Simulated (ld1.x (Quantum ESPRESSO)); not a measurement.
# Mn: TM pseudisation with Wu–Cohen, scalar-relativistic reference atom.

* Element: manganese
* Generator: ld1.x (Quantum ESPRESSO) 7.5
* Type: norm-conserving Troullier–Martins (Kleinman–Bylander form)
* Functional: Wu–Cohen
* Relativity: scalar-relativistic
* Frozen core: [Ne]
* Valence charge: 15
* Reference configuration: 3s2 3p6 3d5 4s1 4p1
* Partial waves: 3s (bound): rc 0.90 bohr; 3p (bound): rc 0.30 bohr; 3d (bound): rc 1.70 bohr
* Local potential: the d channel
* Core correction: a·sin(br)/r model core, default radius (core density twice the valence density)

Occupied shells without a wave of their own: 4p, 4s. They enter only through the test configuration that unscreens the potential, and ld1.x also counts them in the model core charge.

All-electron outer shells of the reference configuration (Wu–Cohen, scalar-relativistic, ld1.x):

```csv
shell,level (eV),outermost node (bohr),outermost maximum (bohr)
2s,-745.06,0.08,0.23
2p,-631.74,–,0.19
3s,-87.29,0.34,0.74
3p,-56.13,0.31,0.75
3d,-8.35,–,0.76
4s,-6.11,1.05,2.47
4p,-2.10,1.16,3.26
```

Q: Is a potential produced?

A: No. ld1.x (Quantum ESPRESSO) 7.5 stopped with "the pseudo-atom did not reach self-consistency". The 3p radius of 0.30 bohr lies inside the outermost node of the all-electron wave at 0.31 bohr. Before that it printed "Warning: n=2, l=1 expected 0 nodes, found 3".
